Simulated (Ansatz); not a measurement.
Harmonic frequencies (cm⁻¹) at PBE0-D4/def2-TZVP from Ansatz: 91, 124, 241, 343, 385, 473, 496, 612, 630, 645, 681, 711, 827, 831, 927, 990, 1029, 1122, 1295, 1337, 1475, 2068, 2246, 2278, 3112, 3152, 3233.

Problem. Which molecule is it?
A. `C=C=C1[SiH2]C1F`
B. `C[SiH](Cl)[SnH3]`
C. `C=N[SiH2]O[SiH3]`
D. `BB(O)N=C`

Solution. A.
